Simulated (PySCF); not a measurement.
Input of a run (PBE0-D3(BJ)/def2-SVP geometry optimisation, gas phase (PySCF 2.14.0)), started from GFN2-xTB:
```
{"job": {"xc": "PBE0", "basis": "def2-SVP", "d3": "d3bj", "grid": 1, "kind": "geom"}, "charge": 0, "multiplicity": 1}
C      3.514346     1.402997     0.472458
C      2.686671     0.343332    -0.245653
C      1.309025     0.186380     0.396264
C      0.375880    -0.743330    -0.386755
C      0.883536    -2.187262    -0.353875
C     -1.091076    -0.659909     0.096713
C     -1.206720    -0.972986     1.590491
C     -1.766447     0.690180    -0.229465
C     -3.238654     0.679946     0.188702
C     -1.684712     1.036694    -1.717294
H      4.493827     1.504639     0.010548
H      3.014646     2.368880     0.432570
H      3.653485     1.135618     1.517920
H      3.221498    -0.607224    -0.217529
H      2.568583     0.628032    -1.294196
H      1.434004    -0.189208     1.413265
H      0.853323     1.176056     0.460679
H      0.392103    -0.432568    -1.434991
H      1.090463    -2.513752     0.662144
H      0.147738    -2.860207    -0.789286
H      1.801843    -2.277884    -0.928398
H     -1.644066    -1.431912    -0.452823
H     -0.892719    -0.120568     2.188093
H     -2.231024    -1.219383     1.855421
H     -0.589184    -1.826597     1.852855
H     -1.265517     1.482513     0.336867
H     -3.719573     1.606410    -0.118297
H     -3.346378     0.592746     1.265386
H     -3.763943    -0.148225    -0.282628
H     -2.044661     0.207213    -2.322804
H     -0.668915     1.274574    -2.019854
H     -2.302598     1.906409    -1.931509
```

Output (energies in Eh, forces in Eh/bohr):
```
step   0  E = -393.58079447  max force = 0.017737
step   1  E = -393.58434592  max force = 0.002660
step   2  E = -393.58442527  max force = 0.000386
step   3  E = -393.58445091  max force = 0.000570
step   4  E = -393.58448588  max force = 0.001289
step   5  E = -393.58450487  max force = 0.001113
step   6  E = -393.58451822  max force = 0.000389
optimisation converged
```

Task: Summarise the run.

Result: The energy falls by 2.3 kcal/mol over 7 energy and gradient evaluations, the largest force component goes from 0.0177 to 3.9e-04 Eh/bohr, and the atoms move by 0.133 Å rms after alignment. Among the bonds, C1–H12, C1–H13, C3–H16, C5–H19, C7–H23, C9–H29 and C10–H30 change most and about equally (+0.014 to +0.015 Å). Bonds longer at the end by more than 0.005 Å: 22 of 31; shorter: 0. Among the angles that change most is H16–C3–H17, from 107.8° to 105.7°. The energy never rose by more than 1e-6 Eh on the way. The first step brought 95 % of the lowering.

Task: What are the final bond lengths?

Result: C1–C2 1.521 Å, C2–C3 1.524 Å, C3–C4 1.531 Å, C4–C5 1.527 Å, C4–C6 1.547 Å, C6–C7 1.529 Å, C6–C8 1.545 Å, C8–C9 1.528 Å, C8–C10 1.527 Å, C1–H11 1.101 Å, C1–H12 1.102 Å, C1–H13 1.102 Å, C2–H14 1.103 Å, C2–H15 1.105 Å, C3–H16 1.105 Å, C3–H17 1.104 Å, C4–H18 1.104 Å, C5–H19 1.102 Å, C5–H20 1.101 Å, C5–H21 1.100 Å, C6–H22 1.108 Å, C7–H23 1.102 Å, C7–H24 1.099 Å, C7–H25 1.099 Å, C8–H26 1.106 Å, C9–H27 1.101 Å, C9–H28 1.099 Å, C9–H29 1.103 Å, C10–H30 1.103 Å, C10–H31 1.100 Å. Numbering counts from 1 in the input's order; the species is `CCC[C@@H](C)[C@@H](C)C(C)C`.

The run used 250 basis functions and 42 SCF cycles in all.

Not checked by PBE0-D3(BJ)/def2-SVP frequencies. The numbers are those of one conformer.

Conformer computed: `[CH3:1][CH2:2][CH2:3][C@@H:4]([CH3:5])[C@@H:6]([CH3:7])[CH:8]([CH3:9])[CH3:10]`: C1–C2–C3–C4 176°, C2–C3–C4–C5 63°, C3–C4–C6–C7 -65°, C4–C6–C8–C9 172°.
